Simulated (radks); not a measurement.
Values are calculated unless marked as measured or tabulated.
Problem. The ytterbium ion Yb+, [Xe] 4f14 6s1. Code: a radial shooting solver on a logarithmic mesh with Libxc functionals. Model: non-relativistic Kohn-Sham, exchange-only B88, spin-polarised, spherical densities, point nucleus. Every spin shell is full or empty, so the densities are truly spherical. Functionals are evaluated on that one density, not self-consistently. Rank these orbital-free kinetic functionals by their error against the exact value of the orbitals, and give that value: Thomas-Fermi, von Weizsacker, TF + vW, TF + vW/9, APBEK, Perdew 92, DePristo-Kress, Ernzerhof.

Solution. Exact: 13392.1 hartree. From best to worst, with 100 (|E| - |E exact|)/|E exact| (equal figures are ties): APBEK -0.02, DePristo-Kress -0.26, Ernzerhof -0.55, Perdew 92 -0.76, TF + vW/9 -0.77, Thomas-Fermi -4.89, TF + vW +32.19, von Weizsacker -62.92.
